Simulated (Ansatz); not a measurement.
Isolated molecules relaxed with PBE0-D4/def2-TZVP in Ansatz; ΔE leaves out vibrations. CCSD(T)/CBS adds triple-zeta CCSD(T) − MP2 to the extrapolated MP2 energy (def2 sets, frozen cores). This one scheme is used for every species. DFT in def2-TZVPP. HSE06 is defined as in plane-wave codes. Elements past krypton have def2 core potentials. For Sb outer-core shells are correlated without core-valence functions, which leaves a few kJ/mol of doubt a bond.

Reaction (ligand exchange at the Sb–Cl bond): `[SiH3][SbH][Cl]` + H–F → `[F][SbH][SiH3]` + HCl

CCSD(T)/CBS gives +43.8 kJ/mol.

Q: Another level gave +40.3 kJ/mol. Which?
A. LC-ωPBE/def2-TZVPP
B. CCSD/def2-TZVPP
C. HSE06-D4/def2-TZVPP
D. B2PLYP/def2-TZVPP

A: B. CCSD/def2-TZVPP 40.3, LC-ωPBE 30.4, HSE06-D4 45.4, B2PLYP 35.3 kJ/mol.

Largest T1 diagnostic among the species: 0.014.

From r2SCAN to r2SCAN0 (25 % exact exchange), in def2-TZVPP and without D4, ΔE moves by +7.7 kJ/mol. In def2-TZVPP, CCSD(T) changes the Hartree–Fock value by +4.0 kJ/mol (the triples alone add +0.8 kJ/mol) and MP2 by +12.7 kJ/mol.
